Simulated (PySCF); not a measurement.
methyl 2,2-dimethylpropanoate (C6H12O2), SMILES COC(=O)C(C)(C)C. Atoms are numbered in the order given.

```xyz
20

C      2.6662     0.3183    -0.5263
O      1.4318     0.3406     0.1898
C      0.3585    -0.1106    -0.4943
O      0.4317    -0.5072    -1.6337
C     -0.9111    -0.0465     0.3529
C     -1.1591     1.4159     0.7612
C     -0.7118    -0.9104     1.6101
C     -2.0799    -0.5750    -0.4796
H      2.9193    -0.7080    -0.8323
H      2.6023     0.9429    -1.4301
H      3.4242     0.7126     0.1609
H     -2.0819     1.4833     1.3600
H     -1.2825     2.0604    -0.1242
H     -0.3247     1.8075     1.3611
H     -1.6261    -0.8881     2.2252
H     -0.5092    -1.9603     1.3432
H      0.1264    -0.5396     2.2178
H     -3.0086    -0.5380     0.1115
H     -2.2195     0.0244    -1.3915
H     -1.9043    -1.6148    -0.7934
```

The structure is a stationary point at r2SCAN-D4/def2-SVP.

Calculation: PySCF with PBE0/pcSseg-1.

GIAO shieldings, no solvent; atoms listed in one row are averaged. δ = σ(ref) − σ: ¹³C against TMS (σ = 186.3 ppm); ¹⁷O against H2O (σ = 334.2 ppm); ¹H against TMS (σ = 31.56 ppm), references at their B3LYP-D3(BJ)/def2-TZVP geometries, non-relativistic.

```tsv
nucleus	atoms	count	δ (ppm)
¹³C	C3	1	187.4
¹³C	C1	1	55.4
¹³C	C5	1	42.0
¹³C	C6, C7	2	31.7
¹³C	C8	1	29.7
¹⁷O	O4	1	443.7
¹⁷O	O2	1	186.8
¹H	H9, H10, H11	3	3.92
¹H	H12, H13, H14, H15, H16, H17, H18, H19, H20	9	1.48
```
